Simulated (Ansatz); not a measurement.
`[OH][SnH][Cl]`, charge 0, multiplicity 2.

**Question.** Give a relaxed structure at PBE0-D4/def2-TZVP (Ansatz 0.2.0). (An estimate is asked.)

**Answer.** The calculation gave: 
Cartesian coordinates in Å:
```
O 0.071 -1.379 -0.230
Sn 0.339 0.345 0.670
Cl -1.393 1.723 -0.128
H -0.855 -1.620 -0.331
H 1.838 0.930 0.018
```
